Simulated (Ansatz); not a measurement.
## Molecular dynamics of Cl

input.yaml

```yaml
crystal:
  lattice:
    - [9.205164, 0.0, 0.0]
    - [0.0, 9.205164, 0.0]
    - [0.0, 0.0, 9.205164]
  atoms:
    - { symbol: Cl, position: [0.1527948, 0.2212962, 0.5632432] }
    - { symbol: Cl, position: [0.1389174, 0.2322286, 0.3450494] }
    - { symbol: Cl, position: [0.4313827, -0.0773128, 0.4937459] }
    - { symbol: Cl, position: [0.5266368, 0.1114639, 0.4370833] }
    - { symbol: Cl, position: [0.2738314, 0.5889459, 0.9863678] }
    - { symbol: Cl, position: [0.1340163, 0.5606828, 0.820315] }
    - { symbol: Cl, position: [0.2889546, 0.9889129, 1.0654914] }
    - { symbol: Cl, position: [0.3015262, 0.9965005, 0.8470767] }
    - { symbol: Cl, position: [0.7086837, -0.0003768, 0.9235168] }
    - { symbol: Cl, position: [0.6764702, 0.1631072, 0.7815454] }
    - { symbol: Cl, position: [0.8252956, 0.6821201, 0.526263] }
    - { symbol: Cl, position: [0.7510494, 0.7561546, 0.334099] }
    - { symbol: Cl, position: [0.7883043, 0.4984917, -0.0171816] }
    - { symbol: Cl, position: [0.7016664, 0.3483366, 0.1164894] }
    - { symbol: Cl, position: [0.5046473, 0.5963389, 0.6464474] }
    - { symbol: Cl, position: [0.4253094, 0.4682644, 0.4876298] }
basis:
  ecutwfc: 420.0
kpoints:
  mp_grid: { grid: [1, 1, 1] }
hamiltonian:
  xc: pbe
scf:
  occupations: { method: fermi_dirac, width: 0.05 }
  lower_state_search: "off"
md:
  timestep: 2
  n_steps: 300
  ensemble: nvt_langevin
  temperature: 1000.0
  initial_velocities: maxwell_boltzmann
  seed: 888290
  friction: 0.02
```

Launched with:

```bash
$ ansatz run input.yaml --threads 1 --pin off --max-ram 3072MiB --backend cpu --events-out ev --progress --plain --runs-dir out
```

It starts from a partly relaxed structure (largest force component 0.30 eV/Å).

Output, in part (step lines):

```
md step     0: t =     0.00 fs  T =   937.5 K  F+E_penalty+E_count = -17271.16539922 eV  E_kin = 1.938900 eV  (9 SCF iters)
md step     1: t =     2.00 fs  T =   843.7 K  F+E_penalty+E_count = -17271.13823951 eV  E_kin = 1.744877 eV  (8 SCF iters)
md step     2: t =     4.00 fs  T =   861.5 K  F+E_penalty+E_count = -17271.08390126 eV  E_kin = 1.781818 eV  (8 SCF iters)
md step     3: t =     6.00 fs  T =   934.7 K  F+E_penalty+E_count = -17270.99796711 eV  E_kin = 1.933128 eV  (8 SCF iters)
md step     4: t =     8.00 fs  T =   814.3 K  F+E_penalty+E_count = -17270.88333284 eV  E_kin = 1.684003 eV  (8 SCF iters)
md step     5: t =    10.00 fs  T =   724.0 K  F+E_penalty+E_count = -17270.75581165 eV  E_kin = 1.497279 eV  (6 SCF iters)
md step     6: t =    12.00 fs  T =   647.5 K  F+E_penalty+E_count = -17270.63564728 eV  E_kin = 1.339148 eV  (6 SCF iters)
md step     7: t =    14.00 fs  T =   685.0 K  F+E_penalty+E_count = -17270.55628175 eV  E_kin = 1.416759 eV  (6 SCF iters)
[... lines left out ...]
md step   299: t =   598.00 fs  T =   909.8 K  F+E_penalty+E_count = -17271.03902719 eV  E_kin = 1.881519 eV  (6 SCF iters)
md step   300: t =   600.00 fs  T =   859.9 K  F+E_penalty+E_count = -17271.04212393 eV  E_kin = 1.778395 eV  (8 SCF iters)
```

The steps, from the saved trajectory:

| time (fs) | T (K) | potential energy less start (eV) |
| --- | --- | --- |
| 0.0 | 938 | 0.000 |
| 20.0 | 776 | 0.571 |
| 40.0 | 934 | 0.443 |
| 60.0 | 1024 | 0.531 |
| 80.0 | 904 | 0.586 |
| 100.0 | 865 | 0.662 |
| 120.0 | 1076 | 0.407 |
| 140.0 | 706 | 0.801 |
| 160.0 | 736 | 0.613 |
| 180.0 | 1199 | 0.498 |
| 200.0 | 1059 | 0.844 |
| 220.0 | 941 | 0.736 |
| 240.0 | 1109 | 0.969 |
| 260.0 | 1303 | 0.372 |
| 280.0 | 1017 | 0.364 |
| 300.0 | 1138 | 0.233 |
| 320.0 | 1137 | 0.502 |
| 340.0 | 1126 | 0.558 |
| 360.0 | 894 | 0.427 |
| 380.0 | 1011 | 0.388 |
| 400.0 | 913 | 0.520 |
| 420.0 | 932 | 0.457 |
| 440.0 | 975 | 0.347 |
| 460.0 | 1007 | 0.246 |
| 480.0 | 1153 | 0.617 |
| 500.0 | 1070 | 0.457 |
| 520.0 | 846 | 0.367 |
| 540.0 | 917 | 0.408 |
| 560.0 | 964 | 0.297 |
| 580.0 | 1196 | 0.170 |
| 600.0 | 860 | 0.123 |

The run went to its last step. A run of 0.6 ps of so small a system gives no equilibrium averages. Limits of this set-up: coarse k mesh.

Mean squared displacements from the first frame to the last, about the centre of mass: Cl 1.76 Å².

Last frame:

```xyz
16
Lattice="9.2052 0.0000 0.0000 0.0000 9.2052 0.0000 0.0000 0.0000 9.2052" Properties=species:S:1:pos:R:3
Cl 0.398 1.216 4.740
Cl -1.048 2.642 4.238
Cl 3.891 -0.328 4.402
Cl 5.559 0.583 3.870
Cl 2.196 4.778 9.576
Cl 0.683 5.682 8.733
Cl 0.146 9.006 10.586
Cl 1.745 9.003 9.399
Cl 5.273 -0.639 7.532
Cl 5.348 1.381 7.557
Cl 8.370 6.917 4.179
Cl 7.238 5.484 3.324
Cl 6.138 4.337 -0.074
Cl 6.278 2.913 1.411
Cl 3.690 4.065 6.150
Cl 4.885 4.002 4.544
```

Run time: 4.7 min on 1 thread of AMD EPYC 9R45 96-Core Processor (Zen 5) (shared host), peak memory 0.64 GiB.
